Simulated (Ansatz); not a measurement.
This triplet is an excited state, 1.81 eV above the relaxed singlet at the level composite: frozen-core CCSD(T) with HF/cc-pVQZ and the correlation energy extrapolated as X^-3 from cc-pVTZ and cc-pVQZ, plus CCSDT(Q) minus CCSD(T) in cc-pVDZ // PBE0-D3(BJ)/def2-TZVP (Ansatz, a program for electronic structure).

Species: H$_{3}$NSi, SMILES `N[SiH]` (excited triplet) (charge 0, multiplicity 3).

Problem. Give a relaxed geometry from PBE0-D3(BJ)/def2-TZVP in Ansatz.

Solution. One answer among several that fit: the end point of this relaxation, one of several conformers (outside a Z-matrix the atoms follow the SMILES, hydrogens last).
Cartesian coordinates (Å) in one orientation:
```xyz
5

N     -0.632     0.064    -0.055
Si     0.943    -0.280     0.541
H     -1.248    -0.673    -0.361
H     -1.147     0.871     0.260
H      2.084     0.018    -0.386
```
